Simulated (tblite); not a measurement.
Compound: C2H13O2PSi3.
Bonds: O1–C2, C2–C3, C3–O4, O4–Si5, Si5–P6, P6–Si7, P6–Si8. Hydrogens: H9 on O1; H10, H11 on C2; H12, H13 on C3; H14, H15 on Si5; H16, H17, H18 on Si7; H19, H20, H21 on Si8.

Computed with GFN2-xTB (tblite), gas phase: L-BFGS steps from a force-field or distance-geometry start until the largest atomic force falls under 0.01 eV/Å.

At the end of the run (lengths in Å): O4–Si5 1.621, C2–H11 1.092, Si5–P6 2.224, C3–O4 1.400, O1–H9 0.966, C3–H12 1.097, Si5–H14 1.466, C3–O4–Si5 126.9°, Si5–P6–Si8 100.1°, Si5–P6–Si7 101.2°, O4–Si5–P6 109.0°, O1–C2–C3–O4 59°, C2–C3–O4–Si5 79°, C3–O4–Si5–P6 39°, H12–C3–O4–Si5 -42°, H14–Si5–O4–C3 -79°.

Question: These geometries were met on the way; a selection of coordinates is given. Order them by energy above the end point, lowest first.
A. O4–Si5 1.618, C2–H11 1.094, Si5–P6 2.226, C3–O4 1.404, O1–H9 0.965, C3–H12 1.095, Si5–H14 1.465, C3–O4–Si5 127.3°, Si5–P6–Si8 100.9°, Si5–P6–Si7 101.9°, O4–Si5–P6 107.8°, O1–C2–C3–O4 56°, C2–C3–O4–Si5 129°, C3–O4–Si5–P6 50°, H12–C3–O4–Si5 7°, H14–Si5–O4–C3 -68°
B. O4–Si5 1.619, C2–H11 1.091, Si5–P6 2.234, C3–O4 1.404, O1–H9 0.967, C3–H12 1.093, Si5–H14 1.459, C3–O4–Si5 126.7°, Si5–P6–Si8 105.2°, Si5–P6–Si7 103.7°, O4–Si5–P6 106.0°, O1–C2–C3–O4 63°, C2–C3–O4–Si5 179°, C3–O4–Si5–P6 -3°, H12–C3–O4–Si5 57°, H14–Si5–O4–C3 -122°
C. O4–Si5 1.628, C2–H11 1.094, Si5–P6 2.256, C3–O4 1.429, O1–H9 0.964, C3–H12 1.079, Si5–H14 1.445, C3–O4–Si5 117.2°, Si5–P6–Si8 110.3°, Si5–P6–Si7 106.3°, O4–Si5–P6 111.7°, O1–C2–C3–O4 57°, C2–C3–O4–Si5 -179°, C3–O4–Si5–P6 -4°, H12–C3–O4–Si5 63°, H14–Si5–O4–C3 -123°
D. O4–Si5 1.636, C2–H11 1.093, Si5–P6 2.250, C3–O4 1.409, O1–H9 0.964, C3–H12 1.099, Si5–H14 1.466, C3–O4–Si5 122.0°, Si5–P6–Si8 106.7°, Si5–P6–Si7 103.8°, O4–Si5–P6 106.5°, O1–C2–C3–O4 57°, C2–C3–O4–Si5 180°, C3–O4–Si5–P6 -1°, H12–C3–O4–Si5 56°, H14–Si5–O4–C3 -120°
E. O4–Si5 1.701, C2–H11 1.126, Si5–P6 2.190, C3–O4 1.402, O1–H9 0.993, C3–H12 1.119, Si5–H14 1.478, C3–O4–Si5 112.2°, Si5–P6–Si8 112.2°, Si5–P6–Si7 107.0°, O4–Si5–P6 114.4°, O1–C2–C3–O4 61°, C2–C3–O4–Si5 180°, C3–O4–Si5–P6 -8°, H12–C3–O4–Si5 68°, H14–Si5–O4–C3 -127°

Answer: A (0.087 eV), B (0.144 eV), D (0.233 eV), C (0.386 eV), E (0.663 eV).

```csv
step,E above end (eV),"rms distance from the end, all atoms (Å)",largest force (eV/Å),rms shift of all bonds from the end (Å)
80,0.087,0.770,0.117,0.002
31,0.144,0.863,0.111,0.004
6,0.233,0.894,0.394,0.008
2,0.386,0.896,0.645,0.013
0,0.663,0.898,2.150,0.024
```

Rows stand in the order of the answer.
